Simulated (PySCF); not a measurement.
H₂Cl₃NTi, charge +1, doublet, at a GFN2-xTB geometry (such geometries of metal compounds can be far from the true shape) (the multiplicity is a formal guess); B3LYP/STO-3G (PySCF).

Here is a job for PySCF.
```python
from pyscf import gto, scf, dft

mol = gto.M(
    atom='''
Ti   -0.159332   -0.287538   -0.030015
Cl    1.814963   -0.363306   -0.828807
Cl    0.049590    0.371138    1.989703
Cl   -1.030692    1.412705   -0.997611
N    -1.115634   -1.865280   -0.221192
H    -0.920946   -2.619670   -0.890115
H    -1.939956   -2.146664    0.322930
''',
    basis='sto-3g',
    charge=1,
    spin=1,
    verbose=4,
    symmetry=True,
)

mf = dft.UKS(mol)
mf.xc = 'b3lyp'
mf.kernel()
mf.analyze()
```

What the program printed (banner, timings and long lists left out):

```
PySCF version 2.14.0

[INPUT] verbose = 4
[INPUT] num. atoms = 7
[INPUT] num. electrons = 81
[INPUT] charge = 1
[INPUT] spin (= nelec alpha-beta = 2S) = 1
[INPUT] symmetry True subgroup None
[INPUT] Mole.unit = angstrom
[INPUT] Symbol           X                Y                Z      unit          X                Y                Z       unit  Magmom
[...]
nuclear repulsion = 544.630783255257
point group symmetry = C1
symmetry origin: [0. 0. 0.]
symmetry axis x: [1. 0. 0.]
symmetry axis y: [0. 1. 0.]
symmetry axis z: [0. 0. 1.]
num. orbitals of irrep A = 52
number of shells = 28
number of NR pGTOs = 156
number of NR cGTOs = 52
basis = sto-3g
ecp = {}

******** <class 'pyscf.dft.uks.UKS'> ********
method = UKS
initial guess = minao
damping factor = 0
level_shift factor = 0
DIIS = <class 'pyscf.scf.diis.CDIIS'>
diis_start_cycle = 1
diis_space = 8
diis_damp = 0
SCF conv_tol = 1e-09
SCF conv_tol_grad = None
SCF max_cycles = 50
direct_scf = True
direct_scf_tol = 1e-13
number electrons alpha = 41  beta = 40
XC library pyscf.dft.libxc version 7.1.2
    S. Lehtola, C. Steigemann, M. J. T. Oliveira, and M. A. L. Marques,  SoftwareX 7, 1–5 (2018)
XC functionals = b3lyp
    P. J. Stephens, F. J. Devlin, C. F. Chabalowski, and M. J. Frisch,  J. Phys. Chem. 98, 11623 (1994)
radial grids:
    Treutler-Ahlrichs [JCP 102, 346 (1995); DOI:10.1063/1.469408] (M4) radial grids

becke partition: Becke, JCP 88, 2547 (1988); DOI:10.1063/1.454033
pruning grids: <function nwchem_prune>
grids dens level: 3
symmetrized grids: True
atomic radii adjust function: <function treutler_atomic_radii_adjust>
small_rho_cutoff = 0
Set gradient conv threshold to 3.16228e-05
tot grids = 111064
init E= -2260.46029694825

cycle= 1 E= -2261.35009601781  delta_E= -0.89  |g|= 0.404  |ddm|= 2.53

cycle= 2 E= -2258.88052752468  delta_E= 2.47  |g|= 2.22  |ddm|= 3.05
cycle= 3 E= -2261.4649106659  delta_E= -2.58  |g|= 0.305  |ddm|= 2.33
cycle= 4 E= -2261.5271328805  delta_E= -0.0622  |g|= 0.0828  |ddm|= 0.454
cycle= 5 E= -2261.53016860977  delta_E= -0.00304  |g|= 0.0558  |ddm|= 0.208
cycle= 6 E= -2261.53271905396  delta_E= -0.00255  |g|= 0.0149  |ddm|= 0.118
cycle= 7 E= -2261.53291715141  delta_E= -0.000198  |g|= 0.00572  |ddm|= 0.0354
cycle= 8 E= -2261.5329414251  delta_E= -2.43e-05  |g|= 0.00244  |ddm|= 0.0107
cycle= 9 E= -2261.53294656701  delta_E= -5.14e-06  |g|= 0.00084  |ddm|= 0.00494
cycle= 10 E= -2261.53294753154  delta_E= -9.65e-07  |g|= 0.000153  |ddm|= 0.0039
[...]
converged SCF energy = -2261.53294781767  <S^2> = 0.76184688  2S+1 = 2.011812
Total Energy =                       -2261.532947817673175
[...]
spin_pop of  0 Ti 3dxy     -0.01600
spin_pop of  0 Ti 3dyz     -0.02216
spin_pop of  0 Ti 3dz^2    -0.00953
spin_pop of  0 Ti 3dxz     -0.01062
spin_pop of  0 Ti 3dx2-y2   -0.02957
spin_pop of  1 Cl 1s        0.00000
spin_pop of  1 Cl 2s       -0.00000
spin_pop of  1 Cl 3s       -0.00001
spin_pop of  1 Cl 2px       0.00000
spin_pop of  1 Cl 2py       0.00001
spin_pop of  1 Cl 2pz       0.00000
spin_pop of  1 Cl 3px       0.00340
spin_pop of  1 Cl 3py       0.04898
spin_pop of  1 Cl 3pz       0.00268
spin_pop of  2 Cl 1s        0.00000
spin_pop of  2 Cl 2s       -0.00000
spin_pop of  2 Cl 3s        0.00010
spin_pop of  2 Cl 2px       0.00000
spin_pop of  2 Cl 2py       0.00002
spin_pop of  2 Cl 2pz       0.00000
spin_pop of  2 Cl 3px       0.00841
spin_pop of  2 Cl 3py       0.08183
spin_pop of  2 Cl 3pz       0.02834
spin_pop of  3 Cl 1s        0.00000
spin_pop of  3 Cl 2s       -0.00000
spin_pop of  3 Cl 3s        0.00025
spin_pop of  3 Cl 2px       0.00003
spin_pop of  3 Cl 2py       0.00001
spin_pop of  3 Cl 2pz       0.00001
spin_pop of  3 Cl 3px       0.14663
spin_pop of  3 Cl 3py       0.04387
spin_pop of  3 Cl 3pz       0.04445
spin_pop of  4 N 1s       -0.00001
spin_pop of  4 N 2s        0.02414
spin_pop of  4 N 2px       0.25195
spin_pop of  4 N 2py       0.14711
spin_pop of  4 N 2pz       0.31892
spin_pop of  5 H 1s       -0.02124
spin_pop of  6 H 1s       -0.02125
 ** Mulliken Spin Density (per atom)  **
spin density of  0 Ti =     -0.10861
spin density of  1 Cl =      0.05505
spin density of  2 Cl =      0.11870
spin density of  3 Cl =      0.23523
spin density of  4 N =      0.74211
spin density of  5 H =     -0.02124
spin density of  6 H =     -0.02125
 ** Mulliken pop alpha/beta on meta-lowdin orthogonal AOs **
 ** Mulliken pop       alpha | beta **
In total            41.00000 | 40.00000
 ** Mulliken atomic charges   ( Nelec_alpha | Nelec_beta ) **
charge of  0Ti =      1.11955  (    10.38592     10.49453 )
charge of  1Cl =     -0.15126  (     8.60316      8.54810 )
charge of  2Cl =     -0.12998  (     8.62434      8.50564 )
charge of  3Cl =     -0.08743  (     8.66133      8.42610 )
charge of  4N =     -0.20818  (     3.97515      3.23304 )
charge of  5H =      0.22921  (     0.37478      0.39601 )
charge of  6H =      0.22808  (     0.37533      0.39658 )

WARN: System has nonzero charge 1; the dipole moment is origin-dependent.
Location of origin: [0. 0. 0.]

Dipole moment(X, Y, Z, Debye): -4.38375, -6.35685, -0.90544
```
